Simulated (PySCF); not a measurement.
Identify the unknown among the candidates.

All candidates are C5H18Si4.

- NMR, other nuclei: isotropic shieldings of nuclei other than C and H, by class: 407 (1 Si), 426 (1 Si), 449 (2 Si) ppm [GIAO CAM-B3LYP/pcSseg-1]
- 1H NMR: chemical shifts (computed TMS as zero) by class: 6.25 (1 H), 6.22 (1 H), 6.19 (1 H), 4.17 (2 H), 3.46 (6 H), 1.34 (2 H), 1.11 (3 H), 0.61 (2 H) ppm [GIAO CAM-B3LYP/pcSseg-1]
- 13C NMR: chemical shifts (computed TMS as zero) by class: 147.4 (1 C), 141.4 (1 C), 24.9 (1 C), 20.2 (1 C), 12.5 (1 C) ppm [GIAO CAM-B3LYP/pcSseg-1]
- Dipole: 1.40 D [CAM-B3LYP/pcSseg-1]
- Rotational structure: rotational constants A, B, C: 0.695, 0.593, 0.444 GHz [PBE0-D3(BJ)/def2-SVP]

Gas-phase values; electronic properties from PySCF, density fitting. Levels stand in brackets. One conformer (not necessarily the lowest) at the PBE0-D3(BJ)/def2-SVP geometry, without solvent, vibrations or thermal averaging. NMR classes are plain means over equivalent atoms (diastereotopic ones count apart unless rotation or inversion swaps them), as if these changed places fast.

Question: Which candidate is it?
A. `[SiH3][SiH2][Si@@H]([SiH3])C1CCCC1`
B. `C[C@H]1C[C@H]([Si@@H]([SiH3])[SiH2][SiH3])C1`
C. `C=C[SiH2][Si]([SiH3])([SiH3])CCC`
D. `[SiH3][SiH2][SiH2][SiH2]C1CCCC1`
E. `CCC(C)(C)[SiH]1[SiH2][SiH2][SiH2]1`

Answer: C. It is `C=C[SiH2][Si]([SiH3])([SiH3])CCC`. Numbering: `[CH2:1]=[CH:2][SiH2:3][Si:4]([SiH3:5])([SiH3:6])[CH2:7][CH2:8][CH3:9]`. Its formula, C5H18Si4, gives 1 degree of unsaturation: 0 rings and 1 π bond in the structure found. 5 carbons fall into 5 classes; from least to most shielded: terminal =CH2 carbon [C1] (147.4 ppm), alkene CH carbon [C2] (141.4 ppm), chain CH2 carbon [C8] (24.9 ppm), methyl carbon [C9] (20.2 ppm), sp3 carbon bound to silicon [C7] (12.5 ppm). Hydrogen classes from least to most shielded: 1 H on a terminal =CH2 carbon, C1 (6.25 ppm), 1 H on an alkene CH carbon, C2 (6.22 ppm), 1 H on a terminal =CH2 carbon, C1 (6.19 ppm), 2 H on an SiH2 silicon, Si3 (4.17 ppm), 6 H on 2 SiH3 silicons, Si5/Si6 (3.46 ppm), 2 H on a chain CH2 carbon, C8 (1.34 ppm), 3 H on a methyl carbon, C9 (1.11 ppm), 2 H on an sp3 carbon bound to silicon, C7 (0.61 ppm). The other shieldings belong to: 407 ppm, SiH2 silicon [Si3]; 426 ppm, four-coordinate silicon [Si4]; 449 ppm, SiH3 silicon [Si5/Si6]. The optimised geometry has point group C1 and is an asymmetric top.

The others, at the same levels:
- `C[C@H]1C[C@H]([Si@@H]([SiH3])[SiH2][SiH3])C1` fails: its computed 13C shifts are 33.9 (1 C), 31.8 (1 C), 30.9 (1 C), 22.8 (1 C), 10.7 (1 C) ppm, 1H shifts are 3.73 (1 H), 3.56 (3 H), 3.49 (3 H), 3.23 (1 H), 3.21 (1 H), 1.98 (1 H), 1.87 (1 H), 1.80 (1 H), 1.74 (1 H), 1.60 (1 H), 1.54 (1 H), 1.04 (3 H) ppm and rotational constant A is 1.030 GHz (against 0.695 GHz).
- `[SiH3][SiH2][Si@@H]([SiH3])C1CCCC1` fails: its computed 13C shifts are 36.0 (1 C), 32.1 (1 C), 28.2 (1 C), 27.3 (1 C), 21.4 (1 C) ppm, 1H shifts are 3.87 (1 H), 3.54 (3 H), 3.43 (3 H), 3.25 (1 H), 3.23 (1 H), 1.73 (1 H), 1.71 (1 H), 1.70 (1 H), 1.62 (1 H), 1.37 (1 H), 1.27 (1 H), 1.16 (1 H), 0.98 (1 H), 0.94 (1 H) ppm and rotational constant A is 0.878 GHz (against 0.695 GHz).
- `CCC(C)(C)[SiH]1[SiH2][SiH2][SiH2]1` fails: it has 4 carbon classes against 5; its computed 13C shifts are 40.0 (1 C), 29.1 (2 C), 22.9 (1 C), 14.6 (1 C) ppm, 1H shifts are 4.25 (1 H), 3.95 (1 H), 3.84 (2 H), 3.83 (2 H), 3.80 (1 H), 1.21 (2 H), 1.02 (3 H), 1.01 (6 H) ppm and rotational constant A is 1.187 GHz (against 0.695 GHz).
- `[SiH3][SiH2][SiH2][SiH2]C1CCCC1` fails: it has 3 carbon classes against 5; its computed 13C shifts are 34.3 (2 C), 26.9 (2 C), 24.4 (1 C) ppm, 1H shifts are 3.79 (2 H), 3.51 (3 H), 3.38 (2 H), 3.36 (2 H), 1.69 (2 H), 1.67 (2 H), 1.53 (2 H), 1.02 (2 H), 0.51 (1 H) ppm and rotational constant A is 1.083 GHz (against 0.695 GHz).

Each candidate is one conformer, not necessarily the lowest. The conformers computed, where there is a choice (atom-mapped SMILES and torsion angles):
- `[CH2:1]=[CH:2][SiH2:3][Si:4]([SiH3:5])([SiH3:6])[CH2:7][CH2:8][CH3:9]`: C1–C2–Si3–Si4 -105°, C2–Si3–Si4–Si5 -173°, Si3–Si4–C7–C8 -60°, Si4–C7–C8–C9 179°
- `[CH3:1][C@H:2]1[CH2:3][C@H:4]([Si@@H:5]([SiH3:6])[SiH2:7][SiH3:8])[CH2:9]1`: C3–C4–Si5–Si6 -54°, C4–Si5–Si7–Si8 50°
- `[CH3:1][CH2:2][C:3]([CH3:4])([CH3:5])[SiH:6]1[SiH2:7][SiH2:8][SiH2:9]1`: C1–C2–C3–C4 -64°, C2–C3–Si6–Si7 -86°

The conformers of `[SiH3][SiH2][Si@@H]([SiH3])C1CCCC1` and `[SiH3][SiH2][SiH2][SiH2]C1CCCC1` aren't listed.
